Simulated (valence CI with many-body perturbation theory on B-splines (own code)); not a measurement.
# E1 transitions of Xe XLVII

Level of theory: configuration interaction combined with many-body perturbation theory (CI+MBPT): six valence electrons over a frozen Dirac-Fock core [He], radial functions for each j: 9 s, 9 p, 8 d, 6 f, 3 g, 1 h, with the one-electron correlation potential Σ1 (screened to all orders), the two-electron term Σ2, the three-electron term Σ3, Breit, model QED; selected single and double excitations, second order for the rest, scaled by the run's own slope (own B-spline code, finite nucleus).

No measured spectrum was set against this ion. As an estimate, large intervals hold to a few tenths of a per cent, small ones and those within an open d or f shell to about a per cent. Among the levels kept, up to 2500 cm⁻¹ of a level comes from second order outside the variational space, and about a tenth of that is noise between levels of different J, which matters for small intervals.

Lines 1 to 50 of 248 in falling wavelength, among levels below 41066 × 10³ cm⁻¹, chosen from the strongest by gf and those to the six lowest levels. Wavelengths and rates use the calculated energies. Electric multipoles are in the length gauge with retardation, E1 and E2 with the static RPA response of the core. Weak lines are less certain than strong ones. Lines between different terms over intervals too small for the method are left out, as are lines whose strength nearly cancels. The highest levels of a list are the least certain.

Levels are named by their leading jj configuration (3d3/2^4 stands for four electrons in 3d with j = 3/2), which in mixed levels can hold well under half, so a name can repeat and another be missing. Letters in brackets count levels of one name in rising energy.

```
λ vac (nm)                               Upper                               Lower   A (s⁻¹)  S (a.u.) with core polarisation  S without
     24.10                  (2s^2 2p3/2^4) J=0            (2s 2p1/2^2 2p3/2^3) J=1  2.82e+07                         1.95e-04   1.95e-04
     19.65      (2s 2p1/2^2 2p3/2^2 3p1/2) J=3     (2s 2p1/2^2 2p3/2^2 3s) J=2 [a]  1.74e+09                         4.56e-02   4.56e-02
     17.56      (2s^2 2p1/2 2p3/2^2 3p1/2) J=3     (2s^2 2p1/2 2p3/2^2 3s) J=2 [b]  3.76e+09                         7.03e-02   7.03e-02
     17.37  (2s^2 2p1/2 2p3/2^2 3p1/2) J=1 [b]     (2s^2 2p1/2 2p3/2^2 3s) J=1 [b]  4.76e+09                         3.69e-02   3.69e-02
     17.31      (2s^2 2p1/2^2 2p3/2 3p1/2) J=2         (2s^2 2p1/2^2 2p3/2 3s) J=1  3.49e+09                         4.47e-02   4.47e-02
     16.77  (2s^2 2p1/2 2p3/2^2 3p1/2) J=2 [a]     (2s^2 2p1/2 2p3/2^2 3s) J=1 [a]  3.13e+09                         3.65e-02   3.65e-02
     16.69  (2s^2 2p1/2 2p3/2^2 3p1/2) J=1 [b]         (2s^2 2p1/2 2p3/2^2 3s) J=0  2.75e+09                         1.90e-02   1.90e-02
     16.61  (2s^2 2p1/2 2p3/2^2 3p1/2) J=1 [a]     (2s^2 2p1/2 2p3/2^2 3s) J=2 [a]  6.83e+09                         4.64e-02   4.64e-02
     16.41      (2s^2 2p1/2 2p3/2^2 3p1/2) J=3         (2s^2 2p1/2 2p3/2^2 3s) J=3  3.96e+09                         6.05e-02   6.05e-02
     16.25      (2s^2 2p1/2^2 2p3/2 3p1/2) J=1         (2s^2 2p1/2^2 2p3/2 3s) J=2  7.39e+09                         4.69e-02   4.70e-02
     16.23      (2s 2p1/2^2 2p3/2^2 3p1/2) J=2         (2s 2p1/2^2 2p3/2^2 3s) J=3  5.78e+09                         6.10e-02   6.10e-02
     15.87      (2s^2 2p1/2^2 2p3/2 3p1/2) J=2         (2s^2 2p1/2^2 2p3/2 3s) J=2  5.42e+09                         5.34e-02   5.34e-02
     15.16  (2s^2 2p1/2 2p3/2^2 3p1/2) J=2 [a]     (2s^2 2p1/2 2p3/2^2 3s) J=2 [a]  4.94e+09                         4.25e-02   4.25e-02
     15.09      (2s 2p1/2^2 2p3/2^2 3p1/2) J=3         (2s 2p1/2^2 2p3/2^2 3s) J=3  5.58e+09                         6.62e-02   6.62e-02
     14.26      (2s^2 2p1/2 2p3/2^2 3d3/2) J=4      (2s^2 2p1/2 2p3/2^2 3p3/2) J=4  1.45e+09                         1.86e-02   1.86e-02
     14.02      (2s^2 2p1/2^2 2p3/2 3d3/2) J=3      (2s^2 2p1/2^2 2p3/2 3p3/2) J=3  2.56e+09                         2.44e-02   2.44e-02
     13.23  (2s^2 2p1/2 2p3/2^2 3p1/2) J=2 [b]     (2s^2 2p1/2 2p3/2^2 3s) J=2 [b]  3.47e+09                         1.98e-02   1.98e-02
     12.87  (2s^2 2p1/2 2p3/2^2 3d3/2) J=3 [a]  (2s^2 2p1/2 2p3/2^2 3p3/2) J=3 [a]  2.40e+09                         1.76e-02   1.76e-02
     12.57  (2s^2 2p1/2 2p3/2^2 3p1/2) J=2 [b]         (2s^2 2p1/2 2p3/2^2 3s) J=3  1.30e+10                         6.38e-02   6.38e-02
     12.53      (2s^2 2p1/2^2 2p3/2 3d5/2) J=2      (2s^2 2p1/2^2 2p3/2 3p3/2) J=2  6.18e+09                         3.00e-02   3.00e-02
     12.36      (2s^2 2p1/2 2p3/2^2 3p1/2) J=0     (2s^2 2p1/2 2p3/2^2 3s) J=1 [b]  2.01e+10                         1.88e-02   1.88e-02
     12.30      (2s^2 2p1/2^2 2p3/2 3d5/2) J=1      (2s^2 2p1/2^2 2p3/2 3p3/2) J=0  9.46e+09                         2.60e-02   2.60e-02
     11.90      (2s^2 2p1/2 2p3/2^2 3d5/2) J=2  (2s^2 2p1/2 2p3/2^2 3p3/2) J=1 [b]  5.53e+09                         2.30e-02   2.30e-02
     11.77  (2s^2 2p1/2 2p3/2^2 3d3/2) J=1 [b]  (2s^2 2p1/2 2p3/2^2 3p3/2) J=1 [a]  6.82e+09                         1.65e-02   1.65e-02
     11.40  (2s^2 2p1/2 2p3/2^2 3d5/2) J=4 [b]      (2s^2 2p1/2 2p3/2^2 3p3/2) J=4  4.81e+09                         3.16e-02   3.16e-02
     11.26      (2s^2 2p1/2^2 2p3/2 3d5/2) J=4      (2s^2 2p1/2^2 2p3/2 3p3/2) J=3  2.42e+10                         1.53e-01   1.53e-01
     11.23      (2s^2 2p1/2 2p3/2^2 3d3/2) J=4  (2s^2 2p1/2 2p3/2^2 3p3/2) J=3 [a]  4.07e+09                         2.56e-02   2.56e-02
     11.22      (2s^2 2p1/2 2p3/2^2 3d5/2) J=5      (2s^2 2p1/2 2p3/2^2 3p3/2) J=4  2.42e+10                         1.86e-01   1.86e-01
     11.19      (2s^2 2p1/2^2 2p3/2 3d5/2) J=3      (2s^2 2p1/2^2 2p3/2 3p3/2) J=2  2.02e+10                         9.79e-02   9.79e-02
     11.19      (2s^2 2p1/2 2p3/2^2 3d5/2) J=3  (2s^2 2p1/2 2p3/2^2 3p3/2) J=2 [a]  1.91e+10                         9.23e-02   9.23e-02
     11.15  (2s^2 2p1/2 2p3/2^2 3d5/2) J=4 [b]  (2s^2 2p1/2 2p3/2^2 3p3/2) J=3 [b]  1.86e+10                         1.15e-01   1.15e-01
     11.05  (2s^2 2p1/2 2p3/2^2 3d5/2) J=4 [a]  (2s^2 2p1/2 2p3/2^2 3p3/2) J=3 [a]  1.97e+10                         1.18e-01   1.18e-01
     11.04  (2s^2 2p1/2 2p3/2^2 3p1/2) J=2 [b]     (2s^2 2p1/2 2p3/2^2 3s) J=1 [a]  3.26e+09                         1.08e-02   1.08e-02
     10.93      (2s^2 2p1/2 2p3/2^2 3d5/2) J=3  (2s^2 2p1/2 2p3/2^2 3p3/2) J=3 [a]  3.63e+09                         1.64e-02   1.64e-02
     10.55      (2s^2 2p1/2^2 2p3/2 3d5/2) J=2      (2s^2 2p1/2^2 2p3/2 3p3/2) J=1  1.69e+10                         4.89e-02   4.89e-02
     9.841      (2s^2 2p1/2 2p3/2^2 3d5/2) J=1      (2s^2 2p1/2 2p3/2^2 3p3/2) J=0  7.34e+09                         1.04e-02   1.04e-02
     9.575      (2s^2 2p1/2^2 2p3/2 3d5/2) J=3      (2s^2 2p1/2^2 2p3/2 3p3/2) J=3  4.54e+09                         1.38e-02   1.38e-02
     9.080      (2s^2 2p1/2^2 2p3/2 3d5/2) J=1      (2s^2 2p1/2^2 2p3/2 3p3/2) J=1  2.05e+10                         2.27e-02   2.28e-02
     8.768      (2s^2 2p1/2 2p3/2^2 3d5/2) J=2  (2s^2 2p1/2 2p3/2^2 3p3/2) J=2 [a]  9.17e+09                         1.53e-02   1.53e-02
     7.778  (2s^2 2p1/2 2p3/2^2 3p3/2) J=1 [a]     (2s^2 2p1/2 2p3/2^2 3s) J=2 [b]  4.56e+10                         3.18e-02   3.18e-02
     7.588  (2s^2 2p1/2 2p3/2^2 3p3/2) J=3 [b]     (2s^2 2p1/2 2p3/2^2 3s) J=2 [b]  4.34e+10                         6.55e-02   6.55e-02
     7.580  (2s^2 2p1/2 2p3/2^2 3p3/2) J=2 [a]     (2s^2 2p1/2 2p3/2^2 3s) J=1 [a]  4.11e+10                         4.42e-02   4.42e-02
     7.570  (2s^2 2p1/2 2p3/2^2 3p3/2) J=2 [b]     (2s^2 2p1/2 2p3/2^2 3s) J=1 [b]  1.66e+10                         1.78e-02   1.78e-02
     7.491      (2s^2 2p1/2^2 2p3/2 3p3/2) J=1         (2s^2 2p1/2^2 2p3/2 3s) J=1  7.66e+10                         4.77e-02   4.77e-02
     7.458  (2s^2 2p1/2 2p3/2^2 3d3/2) J=3 [b]  (2s^2 2p1/2 2p3/2^2 3p1/2) J=2 [b]  2.05e+10                         2.93e-02   2.93e-02
     7.436      (2s^2 2p1/2 2p3/2^2 3p3/2) J=0     (2s^2 2p1/2 2p3/2^2 3s) J=1 [a]  8.54e+10                         1.73e-02   1.73e-02
     7.419  (2s^2 2p1/2 2p3/2^2 3d3/2) J=2 [b]  (2s^2 2p1/2 2p3/2^2 3p1/2) J=2 [b]  2.89e+10                         2.91e-02   2.91e-02
     7.376  (2s^2 2p1/2 2p3/2^2 3d3/2) J=3 [a]      (2s^2 2p1/2 2p3/2^2 3p1/2) J=3  7.69e+09                         1.07e-02   1.07e-02
     7.365  (2s^2 2p1/2 2p3/2^2 3p3/2) J=3 [b]         (2s^2 2p1/2 2p3/2^2 3s) J=3  4.32e+10                         5.96e-02   5.96e-02
     7.346  (2s^2 2p1/2 2p3/2^2 3p3/2) J=3 [a]     (2s^2 2p1/2 2p3/2^2 3s) J=2 [a]  8.74e+10                         1.20e-01   1.20e-01
```
